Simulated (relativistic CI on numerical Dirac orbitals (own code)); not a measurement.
# Bi⁵⁹⁺: q coefficients and field-shift factors

Computed by Dirac-Coulomb-Breit CI, separate exchange-only KLI orbitals for each configuration, derivatives by finite differences, unscaled Slater integrals, QED left out (own radial code, finite nucleus).

Configuration list (outside the closed core [Ne]): 3s2.3p6.3d6, 3s2.3p5.3d7, 3s2.3p4.3d8, 3s.3p6.3d7, 3p6.3d8, 3s.3p5.3d8, 3s2.3p6.3d5.4s, 3s2.3p6.3d5.4p. Levels of other configurations are missing.

With x = (α/α₀)² − 1 an excitation energy changes as ω = ω₀ + qx; K = 2q/ω₀ is the relative enhancement. Terms are leading LS components, so labels can repeat. The field-shift factor is F = δν/δ⟨r²⟩ for the transition from the lowest level.

Lowest level 3s2.3p6.3d6 3F_4.

```csv
Level,ω₀ (cm⁻¹),q (cm⁻¹),K,F (GHz/fm²)
3s2.3p6.3d6 3P_2,76735,14080,0.367,-0.635
3s2.3p6.3d6 3P_0,258712,52380,0.405,3.34
3s2.3p6.3d6 5D_3,911652,1.008e+06,2.21,40.9
3s2.3p6.3d6 5D_4,918009,988400,2.15,40.9
3s2.3p6.3d6 5D_1,958748,1.016e+06,2.12,41.2
3s2.3p6.3d6 3H_6,990165,967000,1.95,41.5
3s2.3p6.3d6 3G_5,992104,976700,1.97,41.2
3s2.3p6.3d6 3F_2,1060920,997900,1.88,40.1
3s2.3p6.3d6 3D_3,1075747,996100,1.85,41.5
3s2.3p6.3d6 3P_0,1158981,987600,1.7,41.2
3s2.3p6.3d6 1G_4,1209666,1.005e+06,1.66,43.4
3s2.3p6.3d6 3P_1,1221195,1.023e+06,1.67,42.8
3s2.3p6.3d6 3D_2,1223671,1.027e+06,1.68,43.4
3s2.3p6.3d6 3F_3,1231037,1.001e+06,1.63,42.8
3s2.3p6.3d6 5D_2,1870333,2.007e+06,2.15,81
3s2.3p6.3d6 5D_0,1895749,2.003e+06,2.11,82.5
3s2.3p6.3d6 3H_4,1922780,1.984e+06,2.06,81.7
3s2.3p6.3d6 5D_3,1953563,1.986e+06,2.03,81.5
3s2.3p6.3d6 3H_5,1963108,1.978e+06,2.02,82.5
3s2.3p6.3d6 1I_6,1991105,1.962e+06,1.97,83.1
3s2.3p6.3d6 3F_3,2032018,1.997e+06,1.97,82.6
3s2.3p6.3d6 3D_1,2048752,1.986e+06,1.94,81.3
3s2.3p6.3d6 1G_4,2065140,1.971e+06,1.91,82.4
```

At this charge energies of transitions that change n are usually good to better than 1 %, and those within a shell (Δn = 0) to a few per cent.
